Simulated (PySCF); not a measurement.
C₃H₈OSi₂, SMILES C1[SiH2][Si@@H](CC=1)O. Atoms are numbered in the order given.

```xyz
14

O     -2.2947    -0.4329     0.3694
Si    -0.9299    -0.3223    -0.6024
C      0.4243    -1.5867    -0.1305
C      1.5569    -0.9093     0.6117
C      1.7227     0.4275     0.6943
Si     0.4453     1.5281    -0.1463
H     -2.2345    -0.0306     1.2434
H     -1.4195    -0.5435    -1.9879
H     -0.0032    -2.4094     0.4707
H      0.8165    -2.0706    -1.0455
H      2.2888    -1.5731     1.0938
H      2.5899     0.8135     1.2425
H     -0.1208     2.5522     0.7862
H      1.0009     2.2534    -1.3294
```

Coordinates come from a B3LYP-D3(BJ)/def2-SVP optimisation. The structure was generated by enumeration; whether it is a known compound was not checked. The values are those of a single conformer.

The numbers are results of PBE/pcSseg-1 in PySCF, not measurements.

GIAO shieldings, no solvent; atoms listed in one row are averaged. δ = σ(ref) − σ: ¹⁷O against H2O (σ = 334.3 ppm); ²⁹Si against TMS (σ = 335.4 ppm); ¹³C against TMS (σ = 182.0 ppm); ¹H against TMS (σ = 31.49 ppm), references at their B3LYP-D3(BJ)/def2-TZVP geometries, non-relativistic.

Computed chemical shifts:
```tsv
nucleus	atoms	count	δ (ppm)
¹⁷O	O1	1	32.2
²⁹Si	Si2	1	13.8
²⁹Si	Si6	1	-82.6
¹³C	C4	1	163.1
¹³C	C5	1	133.9
¹³C	C3	1	34.5
¹H	H11	1	7.43
¹H	H12	1	6.62
¹H	H8	1	5.79
¹H	H13, H14	2	4.33
¹H	H9	1	2.31
¹H	H10	1	2.22
¹H	H7	1	0.77
```
